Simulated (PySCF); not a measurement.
**Radial density of Pt⁺ (platinum, charge +1)**

BHandHLYP, [Xe] 4f14 5d8 6s1, 6s spin antiparallel (an excited configuration). All numbers are calculated (PySCF 2.14, the spin-free X2C one-electron Hamiltonian (Gaussian nucleus), in ANO-RCC-VTZP).

```json
{"r (bohr)": "0.0192", "4πr²ρ (e/bohr)": "96.02", "4πr²(ρα − ρβ)": "-0.0007"}
{"r (bohr)": "0.0323", "4πr²ρ (e/bohr)": "112.2", "4πr²(ρα − ρβ)": "-0.0012"}
{"r (bohr)": "0.0543", "4πr²ρ (e/bohr)": "145.5", "4πr²(ρα − ρβ)": "0.0371"}
{"r (bohr)": "0.0914", "4πr²ρ (e/bohr)": "112.3", "4πr²(ρα − ρβ)": "0.1468"}
{"r (bohr)": "0.154", "4πr²ρ (e/bohr)": "134.2", "4πr²(ρα − ρβ)": "0.0381"}
{"r (bohr)": "0.259", "4πr²ρ (e/bohr)": "72.93", "4πr²(ρα − ρβ)": "0.0801"}
{"r (bohr)": "0.435", "4πr²ρ (e/bohr)": "82.32", "4πr²(ρα − ρβ)": "0.1997"}
{"r (bohr)": "0.732", "4πr²ρ (e/bohr)": "27.55", "4πr²(ρα − ρβ)": "0.2077"}
{"r (bohr)": "1.23", "4πr²ρ (e/bohr)": "14.28", "4πr²(ρα − ρβ)": "1.6682"}
{"r (bohr)": "2.07", "4πr²ρ (e/bohr)": "3.510", "4πr²(ρα − ρβ)": "0.1755"}
{"r (bohr)": "3.48", "4πr²ρ (e/bohr)": "0.4677", "4πr²(ρα − ρβ)": "-0.2072"}
{"r (bohr)": "5.86", "4πr²ρ (e/bohr)": "0.01280", "4πr²(ρα − ρβ)": "-0.0099"}
```

Densities and radii are taken from the X2C orbitals without a picture-change correction, which distorts them close to the nucleus.

Spin-orbit coupling, absent here, splits the open shell strongly. With the s spin flipped the determinant is a mixture of two multiplicities, not a spectroscopic state.
